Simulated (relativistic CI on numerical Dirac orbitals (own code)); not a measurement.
## What each ingredient does to the levels of Rh13+

Base calculation: Dirac-Coulomb-Breit CI, orbitals from a KLI potential per configuration, model QED (radiative potential, 1s self-energy scaled to tabulated hydrogen-like ionisation energies), unscaled Slater integrals.

Configurations in the expansion (outside the closed core [Ar] 3d10): 4s2.4p2, 4s.4p3, 4p4, 4s2.4p.4d, 4s.4p2.4d, 4s2.4p.4f, 4s.4p2.4f, 4p3.4d, 4s.4p.4d2, 4s2.4p.5s, 4s2.4d.4f, 4s2.4p.5p, 4p3.4f, 4p3.5s, 4s.4p2.5s, 4s2.4p.5d, 4s.4p.4d.5s, 4s.4p2.5p, 4s2.4f.5s, 4s2.4p.5f, 4p2.4d.4f, 4s2.4p.6s, 4s2.4p.5g, 4s2.4p.6p, 4s.4p2.5d, 4s.4p.4f2, 4s.4p.5s2, 4s2.4d2, 4s.4d3, 4s.4d2.4f, 4p2.4d2, 4p.4d3, 4p.4d2.4f, 4p.4d2.5s, 4s2.4f2, 4s.4d.4f2, 4s.4f3, 4s2.4d.5s, 4s.4d2.5s, 4s.4d.4f.5s, 4p2.4f2, 4p.4d.4f2, 4p.4f3, 4p.4f2.5s, 4s.4p.4d.4f, 4s2.5s2, 4s.4d.5s2, 4s.4f.5s2, 4p2.4d.5s, 4p.4d.4f.5s, 4p.4d.5s2, 4s.4p.4f.5s, 4s.4f2.5s. Double excitations out of closed p, d and f shells are left out; levels of such configurations are missing from the list, as are those of other unlisted configurations, and high levels can miss mixing partners. These lack a partner that the ground configuration has and come out too high: 4s.4p2.5p, 4s.4p2.5d, 4s2.4p.5p, 4s2.4p.5d, 4s2.4p.5f.

The lowest level and the first level of each name with at least 55 % of one term (blank where a level has no safe partner in the second run):

```csv
Level,Base (cm⁻¹),Shift (cm⁻¹)
4s2.4p2 3P_0,0,0
4s2.4p2 3P_1,30277,-30277
4s2.4p2 3P_2,43032,-43032
4s2.4p2 1D_2,84985,-61068
4s2.4p2 1S_0,121493,-61629
4s.4p3 5S°_2,258017,-75291
4s.4p3 3D°_1,317727,-69277
4s.4p3 3D°_2,320685,-72234
4s.4p3 3D°_3,332844,-84394
4s.4p3 3P°_0,364227,-84217
4s.4p3 3P°_1,368895,-88886
4s.4p3 1D°_2,414037,-92036
4s.4p3 3S°_1,428167,-73504
4s2.4p.4d 3F°_2,480927,-40983
```

At this charge energies of transitions that change n are usually good to better than 1 %, and those within a shell (Δn = 0) to a few per cent.

(1) One thing was changed in a second run, which moved the levels as shown. Which?
A. Breit term removed
B. non-relativistic limit
C. QED terms removed
D. configuration mixing switched off

Results:

(1) B. Non-relativistic limit. Without relativity the fine structure collapses and s electrons lose their extra binding.

LS names give the leading component of a level, which can be under half, so a name can repeat, a term be missing and a line seem to break the LS rules.
